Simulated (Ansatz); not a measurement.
# Correcting a cheap level on molecular compounds of Ta

The vertical ionisation energy (cation less neutral) in eV of 6 molecular compounds of Ta: x at B3LYP-D4/def2-TZVPP, y at CCSD(T)/def2-TZVPP. Shapes, held fixed at every level: PBE0-D4/def2-TZVP. Flexible molecules stand in one conformer, not always the lowest. Programs: Ansatz 0.2.0.

| molecule | x (eV) | y (eV) |
| --- | --- | --- |
| C2H10NO4Ta (SMILES C[N](C)[Ta]([OH])([OH])([OH])[OH]) | 8.47 | 8.61 |
| TaN4H7 (SMILES [NH]=[Ta]([NH2])([NH2])[NH2]) | 8.57 | 9.17 |
| C3H10NO3Ta (SMILES C[O][Ta](=[NH])([O]C)[O]C) | 9.22 | ? |
| Ta(CH3)(NH2)ClS | 9.44 | 9.57 |
| Ta(CH3)(OH)FS | 9.71 | 9.78 |
| Ta(NH2)(OH)FO | 10.59 | 10.56 |

Question: Fit y = c + s·x to the known rows and predict y for C3H10NO3Ta.

Answer: 
1. Means of the 5 rows: x = 9.3560, y = 9.538.
2. Σ(Δx)² = 3.0579, Σ(Δx·Δy) = 2.461, so the slope is 2.461/3.0579 = 0.8048.
3. Intercept: 9.538 − (0.8048) × 9.3560 = 2.008. The largest residual of the fit is 0.26.
4. C3H10NO3Ta: 2.008 + 0.8048 × 9.22 = 9.43 eV.

CCSD(T)/def2-TZVPP gives 9.36 eV, so the prediction is off by +0.07 eV, within the largest residual. Uncorrected, B3LYP-D4/def2-TZVPP misses it by -0.14 eV, and the other rows by 0.19 on average. The line overshoots: the miss goes from -0.14 to +0.07. Left out in turn, the other rows are missed by 0.21 eV on average, worse than no correction. Cations run unrestricted. For atoms past krypton def2 sets carry core potentials with scalar relativity. Outer-core shells of Ta are correlated, in sets that cover them unevenly.
